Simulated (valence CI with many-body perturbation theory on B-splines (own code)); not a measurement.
Assign the levels of Te¹²⁺

Computed by relativistic CI+MBPT: four valence electrons over a frozen Dirac-Fock core [Kr], a basis of 7 s, 7 p, 8 d, 6 f, 4 g, 1 h functions for each j, with the one-electron correlation potential Σ1, the two-electron term Σ2, the three-electron term Σ3, Breit, model QED; selected CI, second order for the rest, scaled by the run's own slope (own B-spline code, finite nucleus).

No measured levels were compared; by estimate terms of the open shell hold to 2 to 4 % of their energy, and close levels can change places. Excitations out of the core, of the other parity, are not computed and may begin above about 57.5 eV (a cautious bound); beyond it only levels of the ground parity were kept, without lifetimes.

| No. | J | Parity | E (eV) | g |
| --- | --- | --- | --- | --- |
| 2 | 1 | even | 0.6147 | 1.498 |
| 3 | 2 | even | 1.246 | 1.485 |
| 4 | 3 | even | 1.810 | 1.473 |
| 5 | 4 | even | 2.286 | 1.445 |
| 9 | 5 | even | 5.086 | 1.068 |
| 10 | 1 | even | 5.303 | 1.400 |
| 11 | 2 | even | 5.314 | 0.772 |
| 12 | 6 | even | 5.539 | 1.131 |
| 18 | 5 | even | 7.343 | 1.164 |
| 20 | 6 | even | 7.861 | 1.034 |
| 21 | 1 | even | 7.922 | 0.611 |

Energies count from the lowest level. Strongly mixed levels and levels close to another of their J and parity, and those with J = 0 are left out, so the numbers can have gaps.

Problem. Give configuration and LS term of each level.

Solution. 2: 4d4 5D; 3: 4d4 5D; 4: 4d4 5D; 5: 4d4 5D; 9: 4d4 3H; 10: 4d4 3P; 11: 4d4 3F; 12: 4d4 3H; 18: 4d4 3G; 20: 4d4 1I; 21: 4d4 3D.
